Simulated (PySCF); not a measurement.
O$_{2}$Ti, triplet, geometry from GFN2-xTB (such geometries of metal compounds can be far from the true shape) (the multiplicity is a formal guess); WB97X/6-31G** in PySCF.

The PySCF input:
```python
from pyscf import gto, scf, dft

mol = gto.Mole()
mol.atom = '''
    Ti    0.087135    0.016677    0.105040
    O     1.094196    0.190064   -1.185323
    O    -1.333819   -0.235927    0.896463
'''
mol.basis = '6-31g**'
mol.charge = 0
mol.spin = 2
mol.verbose = 4
mol.build()

mf = dft.UKS(mol)
mf.xc = 'wb97x'
mf.kernel()
```

The log (banner, timings and long lists left out):

```
PySCF version 2.14.0

[INPUT] verbose = 4
[INPUT] num. atoms = 3
[INPUT] num. electrons = 38
[INPUT] charge = 0
[INPUT] spin (= nelec alpha-beta = 2S) = 2
[INPUT] symmetry False subgroup None
[INPUT] Mole.unit = angstrom
[INPUT] Symbol           X                Y                Z      unit          X                Y                Z       unit  Magmom
[INPUT]  1 Ti     0.087135000000   0.016677000000   0.105040000000 AA    0.164661285864   0.031514962579   0.198496832124 Bohr   0.0
[INPUT]  2 O      1.094196000000   0.190064000000  -1.185323000000 AA    2.067730766595   0.359168906139  -2.239935839148 Bohr   0.0
[INPUT]  3 O     -1.333819000000  -0.235927000000   0.896463000000 AA   -2.520552609741  -0.445837415390   1.694069550806 Bohr   0.0

nuclear repulsion = 123.662919268861
number of shells = 24
number of NR pGTOs = 151
number of NR cGTOs = 62
basis = 6-31g**
ecp = {}

******** <class 'pyscf.dft.uks.UKS'> ********
method = UKS
initial guess = minao
damping factor = 0
level_shift factor = 0
DIIS = <class 'pyscf.scf.diis.CDIIS'>
diis_start_cycle = 1
diis_space = 8
diis_damp = 0
SCF conv_tol = 1e-09
SCF conv_tol_grad = None
SCF max_cycles = 50
direct_scf = True
direct_scf_tol = 1e-13
number electrons alpha = 20  beta = 18
XC library pyscf.dft.libxc version 7.1.2
    S. Lehtola, C. Steigemann, M. J. T. Oliveira, and M. A. L. Marques,  SoftwareX 7, 1–5 (2018)
XC functionals = wb97x
    J.-D. Chai and M. Head-Gordon,  J. Chem. Phys. 128, 084106 (2008)
radial grids:
    Treutler-Ahlrichs [JCP 102, 346 (1995); DOI:10.1063/1.469408] (M4) radial grids

becke partition: Becke, JCP 88, 2547 (1988); DOI:10.1063/1.454033
pruning grids: <function nwchem_prune>
grids dens level: 3
symmetrized grids: False
atomic radii adjust function: <function treutler_atomic_radii_adjust>
small_rho_cutoff = 0
Set gradient conv threshold to 3.16228e-05
tot grids = 49072
init E= -999.369432410545

cycle= 1 E= -999.227439275931  delta_E= 0.142  |g|= 0.943  |ddm|= 1.49
cycle= 2 E= -988.319416659558  delta_E= 10.9  |g|= 5.43  |ddm|= 2.69
cycle= 3 E= -999.621457857577  delta_E= -11.3  |g|= 0.458  |ddm|= 2.22
cycle= 4 E= -999.691038205375  delta_E= -0.0696  |g|= 0.126  |ddm|= 0.24
cycle= 5 E= -999.697456154471  delta_E= -0.00642  |g|= 0.054  |ddm|= 0.0688
cycle= 6 E= -999.699270043801  delta_E= -0.00181  |g|= 0.0102  |ddm|= 0.0564
cycle= 7 E= -999.699616018494  delta_E= -0.000346  |g|= 0.00564  |ddm|= 0.0347
cycle= 8 E= -999.69981426168  delta_E= -0.000198  |g|= 0.00488  |ddm|= 0.0256
cycle= 9 E= -999.699905836947  delta_E= -9.16e-05  |g|= 0.00482  |ddm|= 0.0119
cycle= 10 E= -999.699933490453  delta_E= -2.77e-05  |g|= 0.00489  |ddm|= 0.00353
cycle= 11 E= -999.699570195377  delta_E= 0.000363  |g|= 0.00368  |ddm|= 0.0561
cycle= 12 E= -999.699364228549  delta_E= 0.000206  |g|= 0.00226  |ddm|= 0.0603
cycle= 13 E= -999.699338677733  delta_E= 2.56e-05  |g|= 0.00131  |ddm|= 0.0302
cycle= 14 E= -999.699338431562  delta_E= 2.46e-07  |g|= 0.000584  |ddm|= 0.0109
cycle= 15 E= -999.699339406198  delta_E= -9.75e-07  |g|= 0.000322  |ddm|= 0.00271
cycle= 16 E= -999.699339719935  delta_E= -3.14e-07  |g|= 0.000292  |ddm|= 0.00305
cycle= 17 E= -999.699339780538  delta_E= -6.06e-08  |g|= 0.00017  |ddm|= 0.000685
cycle= 18 E= -999.699339806458  delta_E= -2.59e-08  |g|= 5.78e-05  |ddm|= 0.000507
cycle= 19 E= -999.69933980971  delta_E= -3.25e-09  |g|= 3.6e-05  |ddm|= 0.000109
cycle= 20 E= -999.699339814129  delta_E= -4.42e-09  |g|= 1.4e-05  |ddm|= 0.000249
cycle= 21 E= -999.699339815034  delta_E= -9.05e-10  |g|= 1.13e-05  |ddm|= 5.42e-05
Extra cycle  E= -999.699339815861  delta_E= -8.27e-10  |g|= 1.26e-05  |ddm|= 4.51e-05
converged SCF energy = -999.699339815861  <S^2> = 2.0193256  2S+1 = 3.0128562
```
